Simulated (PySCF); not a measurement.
## Two-component Hartree-Fock for Tl⁺ (thallium, charge +1)

Start: [Xe] 4f14 5d10 6s2. Calculated with PySCF 2.14 in x2c-TZVPPall-2c (11s11p9d3f, 110 functions): generalised Hartree-Fock with the X2C-1e Hamiltonian and a Gaussian nucleus; one run each with spin-orbit coupling (SO) switched off, then screened by Boettger's factors.

| spinor shell | electrons | ε, spin-free (eV) | ε, screened SO (eV) | weight of nominal j (screened SO) | rms radius, screened SO (bohr) |
| --- | --- | --- | --- | --- | --- |
| 1s1/2 | 2 | -86023.6 | -85987.7 | 1.000 | 0.0184 |
| 2s1/2 | 2 | -15479.8 | -15468.4 | 1.000 | 0.0743 |
| 2p1/2 | 2 | -13331.8 | -14824.3 | 1.000 | 0.0628 |
| 2p3/2 | 4 | -13331.8 | -12753.5 | 1.000 | 0.0710 |
| 3s1/2 | 2 | -3772.2 | -3768.4 | 1.000 | 0.189 |
| 3p1/2 | 2 | -3144.4 | -3478.9 | 1.000 | 0.181 |
| 3p3/2 | 4 | -3144.4 | -3012.0 | 1.000 | 0.197 |
| 3d3/2 | 4 | -2482.1 | -2539.9 | 1.000 | 0.173 |
| 3d5/2 | 6 | -2482.1 | -2440.7 | 1.000 | 0.178 |
| 4s1/2 | 2 | -886.20 | -885.09 | 1.000 | 0.416 |
| 4p1/2 | 2 | -676.91 | -759.24 | 1.000 | 0.420 |
| 4d3/2 | 4 | -425.84 | -438.64 | 1.000 | 0.465 |
| 4d5/2 | 6 | -425.84 | -416.56 | 1.000 | 0.476 |
| 5s1/2 | 2 | -160.20 | -160.06 | 1.000 | 0.942 |
| 4f5/2 | 6 | -146.38 | -148.53 | 1.000 | 0.509 |
| 4f7/2 | 8 | -146.38 | -143.96 | 1.000 | 0.511 |
| 5p1/2 | 2 | -100.66 | -115.69 | 1.000 | 1.02 |
| 5p3/2 | 4 | -100.66 | -94.787 | 1.000 | 1.11 |
| 5d3/2 | 4 | -30.223 | -31.730 | 1.000 | 1.44 |
| 5d5/2 | 6 | -30.223 | -29.229 | 1.000 | 1.50 |
| 6s1/2 | 2 | -18.763 | -18.787 | 1.000 | 2.65 |

**Question.** Where does 4p3/2 lie, and what is the 4p spin-orbit splitting (screened SO)?

**Answer.** At -644.15 eV, 115.09 eV above 4p1/2.

```json
{"quantity": "E (hartree)", "spin-free": "-20230.07613", "screened SO": "-20264.93213"}
{"quantity": "M_J", "spin-free": "0", "screened SO": "0"}
{"quantity": "⟨J²⟩", "spin-free": "0.000", "screened SO": "0.000"}
{"quantity": "⟨L²⟩", "spin-free": "0.000", "screened SO": "0.193"}
{"quantity": "⟨S²⟩", "spin-free": "0.000", "screened SO": "0.193"}
```

Breit and QED terms are absent; they matter most for the inner s and p1/2 levels.

Densities and radii are taken from the X2C orbitals without a picture-change correction, which distorts them close to the nucleus.

Without spin-orbit coupling the j labels of p, d and f shells carry no meaning; the spin-free column gives the mean over the occupied spinors of each nl shell.
